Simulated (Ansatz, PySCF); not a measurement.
BrH₃InNO, SMILES [NH2][In]([OH])[Br]. Atoms are numbered in the order given.

```xyz
7

In     0.6197     0.3929     0.1405
Br    -1.3787    -1.0036    -0.4446
O      0.7310     2.2220    -0.6605
H     -0.0134     2.3932    -1.2553
N      1.9457    -0.2281     1.5529
H      2.8819     0.1623     1.4449
H      2.0228    -1.2417     1.6317
```

Geometry optimised at B3LYP-D3(BJ)/def2-SVP. The structure was generated by enumeration; whether it is a known compound was not checked. The def2 effective core potentials stand for the cores of In; spin–orbit coupling is left out. One conformer was computed; it need not be the lowest.

Two levels are set side by side: PBE-D3(BJ)/def2-SVP (Ansatz, a first-principles code) and B3LYP-D3(BJ)/def2-SVP (Ansatz). Each level has its own optimised geometry; the coordinates shown are those of the second. Frequencies come from the Hessian of PySCF at each geometry. Differences are taken from unrounded values.

```json
[
 {"quantity": "mean bond length (Å)", "B3LYP-D3(BJ)": "1.592", "PBE-D3(BJ)": "1.603", "PBE-D3(BJ) minus B3LYP-D3(BJ)": "0.012"},
 {"quantity": "bond In1–Br2 (Å)", "B3LYP-D3(BJ)": "2.507", "PBE-D3(BJ)": "2.513", "PBE-D3(BJ) minus B3LYP-D3(BJ)": "0.006"},
 {"quantity": "bond In1–O3 (Å)", "B3LYP-D3(BJ)": "2.000", "PBE-D3(BJ)": "2.016", "PBE-D3(BJ) minus B3LYP-D3(BJ)": "0.016"},
 {"quantity": "bond In1–N5 (Å)", "B3LYP-D3(BJ)": "2.034", "PBE-D3(BJ)": "2.053", "PBE-D3(BJ) minus B3LYP-D3(BJ)": "0.018"},
 {"quantity": "bond O3–H4 (Å)", "B3LYP-D3(BJ)": "0.968", "PBE-D3(BJ)": "0.978", "PBE-D3(BJ) minus B3LYP-D3(BJ)": "0.010"},
 {"quantity": "bond N5–H6 (Å)", "B3LYP-D3(BJ)": "1.020", "PBE-D3(BJ)": "1.030", "PBE-D3(BJ) minus B3LYP-D3(BJ)": "0.010"},
 {"quantity": "bond N5–H7 (Å)", "B3LYP-D3(BJ)": "1.020", "PBE-D3(BJ)": "1.029", "PBE-D3(BJ) minus B3LYP-D3(BJ)": "0.010"},
 {"quantity": "highest harmonic wavenumber (cm⁻¹)", "B3LYP-D3(BJ)": "3820", "PBE-D3(BJ)": "3702", "PBE-D3(BJ) minus B3LYP-D3(BJ)": "-118"},
 {"quantity": "mean harmonic wavenumber (cm⁻¹)", "B3LYP-D3(BJ)": "1124", "PBE-D3(BJ)": "1097", "PBE-D3(BJ) minus B3LYP-D3(BJ)": "-26"},
 {"quantity": "zero-point energy (kcal/mol)", "B3LYP-D3(BJ)": "24.10", "PBE-D3(BJ)": "23.53", "PBE-D3(BJ) minus B3LYP-D3(BJ)": "-0.57"}
]
```

Exact exchange shortens and stiffens bonds; PBE has none. Differences between two approximate levels are no errors against the true value.
